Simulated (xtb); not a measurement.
benzobisthiadiazole (C6H2N4S2), SMILES n1snc2cc3N=S=Nc3cc21. All values are semi-empirical tight-binding results from xtb (GFN2-xTB unless named), good for trends rather than for accurate numbers. Geometry: GFN2-xTB.

Optimised geometry:

```xyz
14

C      0.0000     0.0000    -1.4620
C      0.0000    -1.1780    -0.7288
C      0.0000    -1.1780     0.7288
C      0.0000     0.0000     1.4620
C      0.0000     1.1780     0.7288
N      0.0000     2.4287     1.2192
S      0.0000     3.4590     0.0000
N      0.0000     2.4287    -1.2192
C      0.0000     1.1780    -0.7288
N      0.0000    -2.4287     1.2192
S      0.0000    -3.4590     0.0000
N      0.0000    -2.4287    -1.2192
H      0.0000     0.0000    -2.5383
H      0.0000     0.0000     2.5383
```

Computed properties:
```yaml
point_group_as_xtb_finds_it: D2h
orbital_gap: 1.53 eV
zero_point_energy: 48.7 kcal/mol
G − E(el) at 298.15 K (modified RRHO): 28.2 kcal/mol
static polarisability (D4 model): 122.2 bohr³
solvation energy, GFN2-xTB/ALPB(water): -6.0 kcal/mol
solvation energy, GFN2-xTB/ALPB(ether): -10.5 kcal/mol
```

Q: Give the atomic charges and the Wiberg bond orders between heavy atoms. (An estimate is asked for; the answer gives what the named calculation found.)

A: charges (e) C1 -0.05, C2 0.07, C3 0.07, C4 -0.05, C5 0.07, N6 -0.27, S7 0.39, N8 -0.27, C9 0.07, N10 -0.27, S11 0.39, N12 -0.27, H13 0.07, H14 0.07. Bond orders C1–C2 1.35, C2–C3 1.11, C3–C4 1.35, C4–C5 1.35, C5–N6 1.32, N6–S7 1.47, S7–N8 1.47, C1–C9 1.35, C5–C9 1.11, N8–C9 1.32, C3–N10 1.32, N10–S11 1.47, C2–N12 1.32, S11–N12 1.47.
